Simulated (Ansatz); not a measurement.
M(CO)H with several metals: r2SCAN-D4/def2-TZVP single points in Ansatz on relaxed structures, gas phase. Core potentials for Ag, Au, no spin–orbit coupling. Binding counts from free atoms in the multiplicity of their measured ground term, without zero-point energy. Names give formal oxidation states. The structures are stationary points that may keep the symmetry of their start.

```
        species  atoms    state           geometry  HOMO (eV)  LUMO (eV)  gap (eV)  vertical IE (eV)  vertical triplet (eV)  binding per atom (eV)  point group (within 0.1 Å)
Au(CO)H (CHAuO)      4  singlet  PBE0-D4/def2-TZVP      -7.03      -2.85      4.18             10.19                   4.41                   3.96                         C∞v
Ag(CO)H (CHAgO)      4  singlet  PBE0-D4/def2-TZVP      -6.03      -3.10      2.93              9.15                   3.58                   3.64                         C∞v
Cu(CO)H (CHCuO)      4  singlet  PBE0-D4/def2-TZVP      -6.13      -3.08      3.05              9.39                   3.40                   3.87                         C∞v
```

The gap (eV) runs from 2.93 (Ag(CO)H) to 4.18 (Au(CO)H). The vertical IE (eV) runs from 9.15 (Ag(CO)H) to 10.19 (Au(CO)H). The vertical triplet (eV) runs from 3.40 (Cu(CO)H) to 4.41 (Au(CO)H).
